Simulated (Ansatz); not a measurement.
The same path of BClH4N2 (8 atoms, charge 0, multiplicity 1) was run twice with different band settings. The coordinate that changes most is the dihedral H6–N1–B2–Cl4.

Method: Ansatz 0.2.0, RKS PBE-D4/def2-SVP.

Relaxed end points:

```xyz
8
Properties=species:S:1:pos:R:3
N -0.210 1.244 -0.185
B -0.247 -0.170 -0.247
N 0.587 -1.035 0.502
Cl -1.449 -0.927 -1.363
H -0.835 1.819 -0.745
H 0.427 1.771 0.409
H 0.521 -2.046 0.417
H 1.298 -0.713 1.157
```

```xyz
8
Properties=species:S:1:pos:R:3
N -0.208 1.244 -0.185
B -0.247 -0.170 -0.249
N 0.583 -1.035 0.505
Cl -1.442 -0.926 -1.374
H 0.423 1.769 0.416
H -0.826 1.821 -0.751
H 0.517 -2.047 0.421
H 1.292 -0.714 1.161
```

Common settings: spring 5.0 eV/Å²; optimiser quadratic models (default); start path IDPP; force threshold 0.05 eV/Å; iteration limit 60; end points relaxed.

| run | movable images | climbing image |
| --- | --- | --- |
| 1 | 5 | yes |
| 2 | 2 | no |

**Question.** What does each run give, and how far can it be trusted?

**Answer.** Run 1: converged after 7 iterations, highest image 0.434 eV above the first end. A vibrational analysis at the climbing image gives one clearly imaginary mode, 319i cm⁻¹: a first-order saddle point.
Run 2: converged after 7 iterations, highest image 0.340 eV above the first end. No image climbed, so the highest image needn't sit at the top of the path. So few images can step over the top or miss a turn of the path.
